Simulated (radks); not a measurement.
Values are calculated unless marked as measured or tabulated.
Spherical quantum dot in the effective-mass picture: electrons in a parabolic well V = omega^2 r^2 / 2 with omega = 4.45, all in effective atomic units (hartree* = m*/eps^2 hartree, bohr* = eps/m* bohr), one dielectric constant everywhere. Level of theory: non-relativistic Kohn-Sham, PBE, spin-polarised, spherical densities (a radial shooting solver with Libxc functionals). Levels are named by radial order and angular momentum (1s, 1p, 1d, 2s, ...), and open shells are averaged over m. Each electron was tried in the lowest free levels, single moves between levels near the top were tried too, and the lowest total energy was kept; such a search can miss a lower state. At N = 1 the Hartree and exchange-correlation terms need not cancel, so that row can carry a self-interaction error.

| N | open shells | 2S | mu = E(N) - E(N-1) (hartree*) | addition energy mu(N+1) - mu(N) (hartree*) | e(HOMO) (hartree*) | rms radius (bohr*) |
|---|---|---|---|---|---|---|
| 1 | 1s(up 1, down 0) | 1 | 6.6996 | 1.610 | 7.3045 | 0.5813 |
| 2 | none | 0 | 8.3099 | 5.255 | 8.8975 | 0.5992 |
| 3 | 1p(up 1, down 0) | 1 | 13.564 | 1.032 | 14.072 | 0.6694 |
| 4 | 1p(up 2, down 0) | 2 | 14.597 | 1.062 | 15.126 | 0.7067 |
| 5 | 1p(up 3, down 0) | 3 | 15.659 | 1.398 | 16.193 | 0.7320 |
| 6 | 1p(up 3, down 1) | 2 | 17.057 | 0.9801 | 17.540 | 0.7528 |
| 7 | 1p(up 3, down 2) | 1 | 18.037 | 1.006 | 18.539 | 0.7698 |
| 8 | none | 0 | 19.044 | 4.629 | 19.550 | 0.7845 |
| 9 | 1d(up 1, down 0) | 1 | 23.672 | 0.8723 | 24.107 | 0.8116 |
| 10 | 1d(up 2, down 0) | 2 | 24.545 | 0.8760 | 24.982 | 0.8340 |
| 11 | 1d(up 3, down 0) | 3 | 25.421 | 0.8759 | 25.859 | 0.8533 |
| 12 | 1d(up 4, down 0) | 4 | 26.297 | 0.8736 | 26.734 | 0.8702 |
| 13 | 1d(up 5, down 0) | 5 | 27.170 | 1.139 | 27.606 | 0.8853 |
| 14 | 1d(up 5, down 1) | 4 | 28.309 | 0.8307 | 28.724 | 0.8993 |
| 15 | 1d(up 5, down 2) | 3 | 29.140 | 0.8345 | 29.557 | 0.9122 |
| 16 | 1d(up 5, down 3) | 2 | 29.975 | 0.8349 | 30.392 | 0.9241 |
| 17 | 1d(up 5, down 4) | 1 | 30.810 | 0.8333 | 31.227 | 0.9353 |
| 18 | none | 0 | 31.643 | 1.116 | 32.059 | 0.9458 |
| 19 | 2s(up 1, down 0) | 1 | 32.759 | 0.9561 | 33.183 | 0.9560 |
| 20 | none | 0 | 33.715 | 3.655 | 34.132 | 0.9659 |
| 21 | 1f(up 1, down 0) | 1 | 37.370 | 0.7472 | 37.743 | 0.9795 |
| 22 | 1f(up 2, down 0) | 2 | 38.117 | 0.7461 | 38.490 | 0.9922 |
| 23 | 1f(up 3, down 0) | 3 | 38.863 | 0.7444 | 39.236 | 1.004 |
| 24 | 1f(up 4, down 0) | 4 | 39.608 | - | 39.979 | 1.015 |

All shells are closed at N = 2, 8, 18, 20 (there: 1s2 1p6 1d10 2s2); the second difference of the energy has clear peaks (12 % above both neighbours; the first and last values, which can be the largest, are not judged, and half-filled shells can peak too) at N = 2, 5, 8, 13, 18, 20.
